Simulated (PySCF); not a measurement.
Dissociation curve of Al₂, triplet. Each curve is given relative to its own lowest point near equilibrium.

| R / Å | A | B | C |
|---|---|---|---|
| 2.46 | 0.167 | 0.132 | 0.075 |
| 2.59 | 0.031 | 0.056 | 0.074 |
| 2.62 | 0.016 | 0.036 | 0.052 |
| 2.73 | 0.000 | 0.000 | 0.006 |
| 2.80 | 0.016 | 0.000 | 0.000 |
| 2.90 | 0.064 | 0.024 | 0.015 |
| 3.04 | 0.169 | 0.088 | 0.067 |
| 3.14 | 0.262 | 0.148 | 0.119 |
| 3.36 | 0.493 | 0.303 | 0.254 |
| 3.69 | 0.825 | 0.548 | 0.470 |
| 4.13 | 1.059 | 0.848 | 0.730 |
| 4.49 | 1.160 | 1.048 | 0.905 |
| 4.91 | 1.227 | 1.172 | 1.067 |
| 5.48 | 1.274 | 1.246 | 1.227 |
| 6.00 | 1.295 | 1.275 | 1.314 |
| 6.77 | 1.309 | 1.292 | 1.359 |
| 7.36 | 1.314 | 1.296 | 1.368 |
| 8.29 | 1.318 | 1.299 | 1.374 |

Energies in eV.

Question: Which curve belongs to which method? The methods are unrestricted B3LYP/6-311+G**, spherical d run with PySCF; unrestricted BLYP/cc-pVTZ in PySCF; unrestricted wB97X-V/cc-pVTZ in PySCF.

Answer: A is UKS-wB97X-V; B is UKS-B3LYP/6-311+G**; C is UKS-BLYP.

The scan ran from 2.16 to 8.29 Å; beyond the distances shown one of the unrestricted levels run for this scan, shown here or not, changes its spin distribution in one step.
